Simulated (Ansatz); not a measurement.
AlBClH2N (`[Cl][Al]1[BH][NH]1`), relaxed with RKS PBE-D4/def2-SVP in Ansatz 0.2.0 from a rough embedded geometry. The force threshold is 0.03 eV/Å; the program also tests the step.

Total charge 0; spin multiplicity 1.

Start:

```xyz
6

Cl    2.034   -0.220   -2.486
Al    0.666   -0.209   -0.738
B    -0.132    0.379    1.098
N    -0.806   -0.753    0.275
H    -0.117    1.049    2.084
H    -1.646   -0.245   -0.234
```

(1) How much energy does the relaxation release, and in how many steps? (An estimate is asked.)

(2) Which bonds change most? (Best estimate.)

(3) Give the relaxed structure. (An estimate is asked.)

## Answers

(1) Ansatz gave: 47.86 kcal/mol, in 7 steps.

(2) Computed: B3–N4 from 1.554 to 1.409 Å; Cl1–Al2 from 2.220 to 2.112 Å; N4–H6 from 1.105 to 1.030 Å; Al2–B3 from 2.086 to 2.012 Å.

(3) The calculation gave: 
```xyz
6

Cl    1.811   -0.524   -2.499
Al    1.024    0.021   -0.616
B    -0.048    0.403    1.044
N    -0.718   -0.201   -0.038
H    -0.356    0.766    2.159
H    -1.714   -0.465   -0.051
```
